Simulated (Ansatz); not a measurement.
Born–Oppenheimer molecular dynamics of C3H6BLi (11 atoms, charge 0, multiplicity 1). It starts from a relaxed structure.

Theory: UKS revPBE-D4/STO-3G in Ansatz 0.2.0.

- ensemble: NVT, Nosé–Hoover chain
- time step: 0.5 fs
- steps asked: 122
- set temperature: 500 K
- thermostat: time constant 100 fs, chain length 3
- seed: 878

Frames 0.5 fs apart, positions in Å, forces in eV/Å.

Velocities at 5.0 fs (Å/ps):

```
Li -8.53 -3.71 6.37
C 4.82 2.32 5.76
C 3.25 -1.98 -9.79
B -6.79 7.03 2.04
C 2.10 -5.07 -0.06
H 25.51 13.83 -8.77
H 13.53 -0.34 8.15
H -20.96 11.13 -5.65
H -3.61 -21.41 5.68
H 2.97 1.79 -6.73
H -7.20 1.46 -9.76
```

```xyz
11
Properties=species:S:1:pos:R:3:forces:R:3 time_fs=5.0 energy_less_start_eV=0.226 T=307
Li -0.429 0.334 -1.804 0.05 0.29 -0.48
C 0.221 1.414 -0.131 -0.55 -0.45 -0.57
C 0.029 -0.033 0.054 -0.76 1.49 0.69
B 1.161 -0.822 0.665 1.46 -0.11 -0.34
C -1.206 -0.706 -0.274 0.06 0.49 -0.40
H 1.149 1.982 0.100 -0.13 -0.81 0.15
H -0.668 2.086 -0.108 -0.15 -0.19 -0.02
H 2.154 -0.205 0.865 0.06 -0.39 0.35
H 1.075 -1.980 0.837 0.01 -0.21 0.33
H -1.329 -1.772 -0.042 -0.01 0.01 0.13
H -2.144 -0.104 -0.333 -0.06 -0.10 0.16
11
Properties=species:S:1:pos:R:3:forces:R:3 time_fs=5.5 energy_less_start_eV=0.261 T=277
Li -0.434 0.332 -1.801 0.05 0.31 -0.53
C 0.223 1.415 -0.128 -0.19 -0.41 -0.55
C 0.030 -0.033 0.050 -0.83 1.54 0.75
B 1.157 -0.819 0.666 1.39 -0.67 -0.30
C -1.205 -0.709 -0.275 -0.08 0.78 -0.48
H 1.161 1.988 0.096 -0.42 -1.00 0.09
H -0.661 2.086 -0.104 -0.27 -0.09 -0.01
H 2.143 -0.200 0.863 0.22 -0.33 0.41
H 1.073 -1.991 0.841 0.04 0.23 0.27
H -1.328 -1.771 -0.045 -0.02 -0.15 0.18
H -2.147 -0.104 -0.338 0.11 -0.21 0.17
11
Properties=species:S:1:pos:R:3:forces:R:3 time_fs=6.0 energy_less_start_eV=0.303 T=241
Li -0.438 0.330 -1.798 0.05 0.33 -0.58
C 0.226 1.416 -0.126 0.10 -0.41 -0.55
C 0.031 -0.034 0.045 -0.88 1.58 0.80
B 1.155 -0.816 0.667 1.31 -1.18 -0.27
C -1.204 -0.711 -0.275 -0.21 1.04 -0.54
H 1.173 1.992 0.092 -0.66 -1.14 0.05
H -0.655 2.085 -0.100 -0.37 0.00 0.01
H 2.134 -0.196 0.862 0.38 -0.25 0.46
H 1.071 -2.002 0.844 0.06 0.62 0.22
H -1.326 -1.770 -0.048 -0.03 -0.28 0.22
H -2.151 -0.103 -0.342 0.25 -0.30 0.19
11
Properties=species:S:1:pos:R:3:forces:R:3 time_fs=6.5 energy_less_start_eV=0.346 T=204
Li -0.442 0.329 -1.796 0.05 0.35 -0.62
C 0.228 1.417 -0.123 0.29 -0.44 -0.57
C 0.033 -0.034 0.041 -0.92 1.59 0.85
B 1.152 -0.812 0.668 1.23 -1.61 -0.23
C -1.203 -0.713 -0.275 -0.31 1.23 -0.60
H 1.183 1.992 0.088 -0.81 -1.22 0.03
H -0.650 2.085 -0.096 -0.45 0.08 0.02
H 2.125 -0.192 0.861 0.53 -0.18 0.50
H 1.070 -2.010 0.849 0.08 0.95 0.18
H -1.325 -1.770 -0.051 -0.04 -0.38 0.24
H -2.154 -0.104 -0.346 0.36 -0.37 0.21
11
Properties=species:S:1:pos:R:3:forces:R:3 time_fs=7.0 energy_less_start_eV=0.382 T=173
Li -0.447 0.327 -1.793 0.05 0.37 -0.67
C 0.230 1.418 -0.120 0.38 -0.49 -0.60
C 0.034 -0.034 0.036 -0.94 1.58 0.90
B 1.149 -0.810 0.669 1.16 -1.94 -0.20
C -1.202 -0.715 -0.275 -0.38 1.34 -0.63
H 1.191 1.990 0.084 -0.89 -1.24 0.02
H -0.646 2.084 -0.092 -0.50 0.14 0.02
H 2.117 -0.189 0.862 0.65 -0.12 0.53
H 1.068 -2.017 0.854 0.09 1.19 0.14
H -1.324 -1.771 -0.052 -0.04 -0.42 0.26
H -2.156 -0.106 -0.349 0.43 -0.41 0.22
11
Properties=species:S:1:pos:R:3:forces:R:3 time_fs=7.5 energy_less_start_eV=0.407 T=153
Li -0.451 0.326 -1.791 0.05 0.39 -0.71
C 0.233 1.419 -0.118 0.34 -0.56 -0.65
C 0.035 -0.034 0.032 -0.95 1.56 0.96
B 1.147 -0.807 0.669 1.12 -2.15 -0.18
C -1.201 -0.717 -0.276 -0.42 1.36 -0.64
H 1.197 1.985 0.080 -0.88 -1.20 0.04
H -0.643 2.084 -0.088 -0.50 0.18 0.03
H 2.111 -0.186 0.864 0.73 -0.08 0.55
H 1.067 -2.021 0.859 0.09 1.35 0.11
H -1.322 -1.773 -0.053 -0.03 -0.41 0.26
H -2.157 -0.108 -0.352 0.45 -0.42 0.23
11
Properties=species:S:1:pos:R:3:forces:R:3 time_fs=8.0 energy_less_start_eV=0.416 T=144
Li -0.455 0.325 -1.789 0.05 0.41 -0.75
C 0.235 1.420 -0.116 0.17 -0.66 -0.71
C 0.035 -0.033 0.028 -0.94 1.51 1.02
B 1.146 -0.806 0.670 1.10 -2.25 -0.16
C -1.201 -0.718 -0.277 -0.42 1.30 -0.64
H 1.201 1.977 0.077 -0.79 -1.11 0.07
H -0.642 2.084 -0.084 -0.46 0.18 0.04
H 2.106 -0.183 0.868 0.76 -0.07 0.56
H 1.066 -2.022 0.864 0.09 1.42 0.08
H -1.321 -1.776 -0.054 -0.01 -0.34 0.25
H -2.156 -0.112 -0.354 0.43 -0.41 0.24
11
Properties=species:S:1:pos:R:3:forces:R:3 time_fs=8.5 energy_less_start_eV=0.412 T=148
Li -0.459 0.324 -1.787 0.05 0.43 -0.79
C 0.238 1.420 -0.114 -0.11 -0.76 -0.78
C 0.036 -0.032 0.024 -0.91 1.44 1.08
B 1.144 -0.804 0.671 1.13 -2.21 -0.14
C -1.200 -0.719 -0.277 -0.39 1.15 -0.61
H 1.203 1.967 0.073 -0.62 -0.96 0.11
H -0.641 2.085 -0.079 -0.37 0.16 0.04
H 2.104 -0.180 0.872 0.75 -0.08 0.55
H 1.066 -2.019 0.870 0.08 1.41 0.07
H -1.320 -1.780 -0.054 0.01 -0.22 0.23
H -2.155 -0.116 -0.356 0.37 -0.36 0.24
11
Properties=species:S:1:pos:R:3:forces:R:3 time_fs=9.0 energy_less_start_eV=0.397 T=160
Li -0.463 0.323 -1.785 0.06 0.45 -0.83
C 0.240 1.421 -0.112 -0.49 -0.88 -0.86
C 0.036 -0.030 0.021 -0.86 1.35 1.14
B 1.143 -0.803 0.671 1.18 -2.05 -0.12
C -1.199 -0.720 -0.278 -0.32 0.95 -0.58
H 1.203 1.954 0.070 -0.37 -0.76 0.17
H -0.642 2.086 -0.075 -0.25 0.11 0.04
H 2.103 -0.178 0.879 0.68 -0.11 0.53
H 1.065 -2.013 0.876 0.06 1.30 0.07
H -1.319 -1.785 -0.053 0.04 -0.07 0.20
H -2.153 -0.121 -0.357 0.27 -0.29 0.24
11
Properties=species:S:1:pos:R:3:forces:R:3 time_fs=9.5 energy_less_start_eV=0.379 T=175
Li -0.467 0.322 -1.784 0.07 0.47 -0.86
C 0.243 1.421 -0.110 -0.94 -1.01 -0.94
C 0.036 -0.029 0.017 -0.81 1.24 1.21
B 1.141 -0.803 0.672 1.27 -1.77 -0.12
C -1.199 -0.720 -0.279 -0.23 0.70 -0.53
H 1.203 1.939 0.067 -0.07 -0.54 0.23
H -0.643 2.088 -0.070 -0.11 0.06 0.03
H 2.104 -0.176 0.886 0.58 -0.17 0.50
H 1.065 -2.003 0.882 0.04 1.11 0.09
H -1.318 -1.789 -0.052 0.07 0.10 0.17
H -2.151 -0.127 -0.357 0.14 -0.20 0.23
11
Properties=species:S:1:pos:R:3:forces:R:3 time_fs=10.0 energy_less_start_eV=0.363 T=189
Li -0.471 0.321 -1.783 0.08 0.49 -0.89
C 0.245 1.421 -0.108 -1.43 -1.13 -1.02
C 0.036 -0.027 0.014 -0.74 1.11 1.27
B 1.141 -0.803 0.673 1.37 -1.39 -0.12
C -1.198 -0.721 -0.280 -0.11 0.45 -0.47
H 1.202 1.923 0.065 0.26 -0.29 0.29
H -0.644 2.089 -0.066 0.04 0.00 0.03
H 2.106 -0.174 0.895 0.44 -0.24 0.45
H 1.064 -1.991 0.888 0.01 0.83 0.11
H -1.317 -1.793 -0.050 0.10 0.26 0.13
H -2.147 -0.134 -0.357 -0.02 -0.09 0.23
11
Properties=species:S:1:pos:R:3:forces:R:3 time_fs=10.5 energy_less_start_eV=0.354 T=197
Li -0.475 0.321 -1.783 0.08 0.51 -0.92
C 0.247 1.421 -0.107 -1.88 -1.23 -1.10
C 0.036 -0.025 0.011 -0.67 0.96 1.33
B 1.140 -0.803 0.673 1.48 -0.92 -0.13
C -1.198 -0.721 -0.281 0.02 0.21 -0.42
H 1.202 1.907 0.063 0.59 -0.06 0.35
H -0.645 2.091 -0.061 0.18 -0.06 0.03
H 2.109 -0.173 0.904 0.29 -0.31 0.39
H 1.064 -1.977 0.894 -0.02 0.48 0.15
H -1.315 -1.797 -0.048 0.12 0.40 0.10
H -2.144 -0.141 -0.357 -0.18 0.02 0.22
```

Of the whole run (61 fs, mean temperature of the second half 262 K): The conserved energy stayed within 0.21 meV per atom of its start (net change 0.14 meV per atom), so the integration is sound. The mean temperature of the second half is 48 % below the set value. A run of 0.061 ps of so small a system gives no equilibrium averages. Limits of this set-up: minimal basis.

Time of the run: 6.7 min on 1 thread of Intel(R) Xeon(R) Platinum 8259CL CPU @ 2.50GHz (Skylake/Cascade Lake) (shared host), peak memory 0.13 GiB.
